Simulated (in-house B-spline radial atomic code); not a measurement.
## How G0W0 and RPA depend on the start: V XIV (V13+)

Configuration [He] 2s2 2p6. Computed with an all-electron radial atomic-structure program (B-spline basis): all electrons, non-relativistic, point nucleus, each spin shell either full or empty, empty states to l = 9 with an (l + 1/2)⁻⁴ tail; G0W0 by contour deformation at full frequency.

| start | mean-field 2p (eV) | G0W0 (eV) | QP weight | RPA correlation (Eh) |
| --- | --- | --- | --- | --- |
| Hartree-Fock | -898.33 | -896.87 | 0.994 | -0.59531 |
| PBE | -856.92 | ? | ? | ? |
| wB97X | -867.60 | ? | ? | ? |
| HSE06 | -867.10 | -896.70 | 0.992 | -0.61908 |

Q: What G0W0 level, weight and RPA correlation energy follow from the PBE start?

A: G0W0 level -896.61 eV, weight 0.991, RPA correlation -0.62722 hartree.

Q: What G0W0 level, weight and RPA correlation energy follow from the wB97X start?

A: G0W0 level -896.44 eV, weight 0.992, RPA correlation -0.61867 hartree.

Q: How much of the dependence on the start does G0W0 remove?

A: The mean-field levels span 41.4 eV and the G0W0 levels 0.429 eV. Against 896 ± 0.4 eV (NIST, measured) the G0W0 removal energies are off by +0.44 to +0.87 eV, with relativity, Breit and QED terms left out.
